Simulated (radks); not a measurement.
Problem. Successive ionisation energies (eV) of one element, from differences of total energies of ions in their ground configurations, starting at charge 22: 2051.1, 2166.7, 2281.7, 2443.9, 2555.8, 10948.5, 11437.4. Calculated with a radial shooting solver on a logarithmic mesh with Libxc functionals: non-relativistic Kohn-Sham, PBE, spin-polarised, spherical densities, point nucleus; open shells are filled with parallel spins first. Which element is it?

Solution. Copper (Z = 29). The first species listed is Cu22+ in [He] 2s2 2p3, the last Cu28+ in 1s1.
